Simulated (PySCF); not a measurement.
CH6OSiSn, SMILES C[O][Sn][SiH3] (connectivity only; charge and spin as stated), neutral, multiplicity 1.

Geometry optimised at PBE-D3(BJ)/def2-SVP. The structure was generated by enumeration; whether it is a known compound was not checked. The def2 effective core potentials stand for the cores of Sn; spin–orbit coupling is left out. The values are those of a single conformer.

Level of theory: PBE/def2-TZVP run with PySCF.

The molecule is in vacuum.

Computed frontier levels, gap, dipole moment and polarisability:
```
Quantity                                                                                                         Result
---------------------------------------------------------------------------------------------  ------------------------
highest occupied level                                                                                         -5.44 eV
lowest empty level                                                                                             -3.46 eV
orbital gap                                                                                                     1.98 eV
dipole moment                                                                                                    0.73 D
quadrupole, principal values (traceless, Buckingham form, about the centre of nuclear charge)    -10.26, 4.90, 5.36 D·Å
mean static polarisability                                                                        99.6 bohr³ (14.76 Å³)
polarisability, principal values                                                               70.6, 106.2, 122.1 bohr³
```
